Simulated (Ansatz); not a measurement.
A nudged elastic band was laid between two geometries of ClH + ClH4HfNO2 (11 atoms, charge 0, multiplicity 1).

All numbers below come from Ansatz 0.2.0, RKS B3LYP/def2-SVP.

```yaml
movable_images: 9
climbing_image: yes
spring: 5.0 eV/Å²
optimiser: quadratic models (default)
start_path: through a guess of the saddle point
force_threshold: 0.05 eV/Å
iteration_limit: 60
end_points: relaxed
```

Initial state:

```xyz
11
Properties=species:S:1:pos:R:3
Hf -0.163 -0.201 0.100
N 0.001 0.199 2.144
H -0.817 0.368 2.735
H 0.715 -0.231 2.735
O 1.642 -0.403 -0.516
H 2.500 -0.392 -0.944
Cl -1.443 1.546 -0.905
O -1.136 -1.840 -0.136
H -1.518 -2.710 -0.257
Cl 1.603 2.885 1.864
H 0.858 1.793 2.079
```

Final state:

```xyz
11
Properties=species:S:1:pos:R:3
Hf -0.024 0.478 0.070
N 0.547 0.045 2.405
H -0.134 -0.600 2.812
H 1.467 -0.397 2.464
O 1.785 -0.215 -0.179
H 2.382 -0.514 -0.871
Cl -0.589 0.807 -2.244
O -1.404 -0.839 0.503
H -2.066 -1.380 0.063
Cl -0.288 2.741 0.891
H 0.567 0.885 2.986
```

Problem. Which bonds break or form, and what moves?

Solution. Bonds broken: Cl10–H11. Bonds formed: Hf1–Cl10, N2–H11. ClH + ClH4HfNO2 becomes Cl2H5HfNO2.

Problem. What energy profile does the band end with?

Solution. The forces met the threshold. The highest image is number 1 of 0 to 10, 1.9 kJ/mol above the first end and 166.2 kJ/mol above the last; the last end lies 164.3 kJ/mol below the first. A vibrational analysis at the climbing image gives one clearly imaginary mode, 95i cm⁻¹: a first-order saddle point. The orbitals stay closed-shell, which can raise the energy where a bond breaks towards radicals; this wasn't checked here.

```csv
image,path coordinate (Å),energy (kJ/mol),Cl10–H11 (Å),Hf1–Cl10 (Å),N2–H11 (Å)
0,0.00,0.0,1.34,3.97,1.81
1,0.64,1.9,1.39,3.46,1.60
2,1.33,-51.7,1.82,2.98,1.11
3,2.01,-118.3,2.22,2.56,1.03
4,2.70,-134.5,2.59,2.49,1.02
5,3.39,-136.6,2.68,2.47,1.02
6,4.07,-142.6,2.71,2.46,1.02
7,4.76,-152.3,2.80,2.44,1.02
8,5.44,-161.2,2.90,2.43,1.02
9,6.13,-164.6,2.97,2.42,1.02
10,6.82,-164.3,2.93,2.42,1.02
```

Problem. What is the geometry of the highest image?

Solution. 
```xyz
11
Properties=species:S:1:pos:R:3
Hf -0.132 -0.084 0.152
N 0.002 0.230 2.246
H -0.835 0.423 2.801
H 0.620 -0.342 2.827
O 1.642 -0.403 -0.505
H 2.513 -0.278 -0.888
Cl -1.492 1.585 -0.878
O -1.105 -1.723 -0.064
H -1.356 -2.614 -0.310
Cl 1.556 2.630 1.471
H 0.831 1.588 2.047
```

Run time: 4.2 min on 4 threads of AMD EPYC 9R45 96-Core Processor (Zen 5), on a shared host, peak memory 0.42 GiB.
